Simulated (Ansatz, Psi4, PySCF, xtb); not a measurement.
Pair of molecules: C2H4 (SMILES C=C) (first 6 atoms) with CH4O (SMILES CO); geometry from B3LYP-D3(BJ)/def2-TZVP, rigid monomers moved along the line of their centres of mass till C2···H12 is 2.80 Å.
(charge 0, multiplicity 1):
| atom | x (Å) | y (Å) | z (Å) |
|---|---|---|---|
| C | 0.5947 | -0.2668 | -0.0486 |
| C | -0.6463 | 0.2019 | -0.0443 |
| H | 0.8193 | -1.2824 | -0.3511 |
| H | 1.4361 | 0.3478 | 0.2483 |
| H | -0.8696 | 1.2185 | 0.2562 |
| H | -1.4879 | -0.4110 | -0.3431 |
| C | 0.1475 | 0.3816 | 4.1022 |
| O | -0.3176 | -0.8290 | 3.5312 |
| H | 1.1842 | 0.6018 | 3.8208 |
| H | 0.1058 | 0.2643 | 5.1846 |
| H | -0.4787 | 1.2383 | 3.8257 |
| H | -0.2855 | -0.7402 | 2.5704 |

```json
[
 {"level": "GFN-FF", "interaction energy (kJ/mol)": "-9.5", "cost": "-"},
 {"level": "GFN1-xTB", "interaction energy (kJ/mol)": "-6.3", "cost": "-"},
 {"level": "GFN2-xTB", "interaction energy (kJ/mol)": "-6.5", "cost": "-"},
 {"level": "HF/3-21G (no counterpoise)", "interaction energy (kJ/mol)": "-11.2", "cost": "-"},
 {"level": "HF/6-31G*", "interaction energy (kJ/mol)": "-6.1", "cost": "-"},
 {"level": "HF/aug-cc-pVDZ", "interaction energy (kJ/mol)": "-4.8", "cost": "-"},
 {"level": "PBE/def2-TZVPPD", "interaction energy (kJ/mol)": "-8.7", "cost": "×1"},
 {"level": "PBE-D3(BJ)/def2-TZVPPD", "interaction energy (kJ/mol)": "-12.3", "cost": "×1"},
 {"level": "r2SCAN/def2-TZVPPD", "interaction energy (kJ/mol)": "-9.7", "cost": "×1"},
 {"level": "r2SCAN-D4/def2-TZVPPD", "interaction energy (kJ/mol)": "-11.2", "cost": "×1"},
 {"level": "B3LYP/6-31G*", "interaction energy (kJ/mol)": "-7.5", "cost": "-"},
 {"level": "B3LYP/6-31G* (no counterpoise)", "interaction energy (kJ/mol)": "-11.2", "cost": "-"},
 {"level": "B3LYP/6-311+G** (no counterpoise)", "interaction energy (kJ/mol)": "-7.1", "cost": "-"},
 {"level": "B3LYP/def2-TZVPPD", "interaction energy (kJ/mol)": "-6.1", "cost": "×1"},
 {"level": "B3LYP-D3(BJ)/def2-TZVPPD", "interaction energy (kJ/mol)": "-11.3", "cost": "×1"},
 {"level": "PBE0-D4/def2-TZVPPD", "interaction energy (kJ/mol)": "-11.6", "cost": "×1"},
 {"level": "MP2/6-31G* (no counterpoise)", "interaction energy (kJ/mol)": "-13.1", "cost": "-"},
 {"level": "SCS-MP2/aug-cc-pVDZ", "interaction energy (kJ/mol)": "-8.1", "cost": "-"},
 {"level": "CCSD(T)/aug-cc-pVDZ", "interaction energy (kJ/mol)": "-9.1", "cost": "×10"},
 {"level": "SAPT0/jun-cc-pV(D+d)Z", "interaction energy (kJ/mol)": "-9.2", "cost": "-"}
]
```

The rows run from -13.1 (MP2/6-31G* (no counterpoise)) to -4.8 kJ/mol (HF/aug-cc-pVDZ). The dispersion term adds -3.6 in PBE-D3(BJ), -1.5 in r2SCAN-D4, -5.2 in B3LYP-D3(BJ). The 3 functionals in def2-TZVPPD without D3 or D4 span 3.6, from r2SCAN to B3LYP.

Monomers are frozen at their geometry in the pair; levels with a basis set take the counterpoise correction. Rows marked so take none.

Cores are frozen in the correlated methods. Rows in 3-21G, 6-311+G**, 6-31G* carry no dispersion term and start afresh at each structure (6-31G* with six Cartesian d functions). MP2/6-31G* freezes PySCF's default core.

Run with Ansatz (Gaussian orbitals); Psi4 for SAPT; PySCF for 3-21G rows, 6-311+G** rows, 6-31G* rows, the dispersion terms; xtb for the GFN methods. Values without a source in brackets are computed.

Costs are rough ratios of core time to PBE/def2-TZVPPD (about 8 s over the structures, on one shared machine); a dash marks a level with no comparable run of its own.

Ansatz is a first-principles code.
